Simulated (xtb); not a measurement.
BrF2HOSn, SMILES [OH][Sn]([F])([F])[Br]. All values are semi-empirical tight-binding results from xtb (GFN2-xTB unless named), good for trends rather than for accurate numbers. The structure is a stationary point at GFN2-xTB. One conformer was computed; it need not be the lowest.

Optimised geometry:

Bonds (Å): O1–Sn2 1.920, O1–H6 0.962, Sn2–F3 1.945, Sn2–F4 1.945, Sn2–Br5 2.428. Bond angles (°): Sn2–O1–H6 113.8, O1–Sn2–F3 106.4, O1–Sn2–F4 106.4, O1–Sn2–Br5 114.9, F3–Sn2–F4 103.9, F3–Sn2–Br5 112.3, F4–Sn2–Br5 112.3.

For metal compounds this method's bond lengths and energies can be far off.

```yaml
point_group_as_xtb_finds_it: Cs
orbital_gap: 2.78 eV
zero_point_energy: 9.4 kcal/mol
G − E(el) at 298.15 K (modified RRHO): -13.3 kcal/mol
```

Computed atomic charges and the Wiberg bond orders between heavy atoms:
charges (e) O1 -0.43, Sn2 0.60, F3 -0.26, F4 -0.26, Br5 0.01, H6 0.35. Bond orders O1–Sn2 0.81, Sn2–F3 0.76, Sn2–F4 0.76, Sn2–Br5 0.85.
